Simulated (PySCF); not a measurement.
**Electron correlation in Ba (barium, neutral)**

[Xe] 6s1 7s1, high-spin 3S determinant (an excited configuration). All numbers are calculated (PySCF 2.14, the spin-free X2C one-electron Hamiltonian (Gaussian nucleus), in aug-cc-pVTZ-X2C (9s8p6d3f, 84 functions)). Frozen: [Xe]; 2 electrons correlated.

With two correlated electrons CCSD is exact within the correlated space (frozen core and kept virtual orbitals).

```
level  correlation energy (mhartree)
 CCSD                          -4.56
```

Diagnostics: T1 = 0.025, D1 = 0.0499, largest double amplitude 0.074.

The outer electron is Rydberg-like, and this basis confines it to a smaller radius and binds it less than a complete one would.

Cost of the coupled-cluster step: roughly 1.9 core-seconds, for 2 correlated electrons.

Iterations:

```
CC2 = 0
CCSD nocc = (np.int64(2), np.int64(0)), nmo = (57, 57)
frozen orbitals [[0, 1, 2, 3, 4, 5, 6, 7, 8, 9, 10, 11, 12, 13, 14, 15, 16, 17, 18, 19, 20, 21, 22, 23, 24, 25, 26], [0, 1, 2, 3, 4, 5, 6, 7, 8, 9, 10, 11, 12, 13, 14, 15, 16, 17, 18, 19, 20, 21, 22, 23, 24, 25, 26]]
max_cycle = 100
direct = 0
conv_tol = 1e-08
conv_tol_normt = 1e-06
diis_space = 8
diis_start_cycle = 0
Init t2, MP2 energy = -0.00205657857585841
Init E_corr(UCCSD) = -0.00205657861422985
cycle = 1  E_corr(UCCSD) = -0.00307886742566286  dE = -0.00102228881  norm(t1,t2) = 0.0433099
cycle = 2  E_corr(UCCSD) = -0.00365497854902575  dE = -0.000576111123  norm(t1,t2) = 0.0273789
cycle = 3  E_corr(UCCSD) = -0.00458134323827184  dE = -0.000926364689  norm(t1,t2) = 0.0175266
cycle = 4  E_corr(UCCSD) = -0.00455543520159039  dE = 2.59080367e-05  norm(t1,t2) = 0.00170132
cycle = 5  E_corr(UCCSD) = -0.00456882293048191  dE = -1.33877289e-05  norm(t1,t2) = 0.000622902
cycle = 6  E_corr(UCCSD) = -0.00455699299886701  dE = 1.18299316e-05  norm(t1,t2) = 0.000383051
cycle = 7  E_corr(UCCSD) = -0.00456634262894826  dE = -9.34963008e-06  norm(t1,t2) = 0.000193809
cycle = 8  E_corr(UCCSD) = -0.00456584804775748  dE = 4.94581191e-07  norm(t1,t2) = 9.04949e-05
cycle = 9  E_corr(UCCSD) = -0.00456356088880093  dE = 2.28715896e-06  norm(t1,t2) = 0.000100076
cycle = 10  E_corr(UCCSD) = -0.00456389374584369  dE = -3.32857043e-07  norm(t1,t2) = 1.51256e-05
cycle = 11  E_corr(UCCSD) = -0.00456375167744943  dE = 1.42068394e-07  norm(t1,t2) = 1.18985e-05
cycle = 12  E_corr(UCCSD) = -0.00456375206795943  dE = -3.90510003e-10  norm(t1,t2) = 1.67773e-05
cycle = 13  E_corr(UCCSD) = -0.00456375125573483  dE = 8.12224609e-10  norm(t1,t2) = 1.30938e-06
cycle = 14  E_corr(UCCSD) = -0.00456374517387939  dE = 6.08185544e-09  norm(t1,t2) = 5.49011e-07
UCCSD converged
E(UCCSD) = -8131.547983590995  E_corr = -0.004563745173879388
```
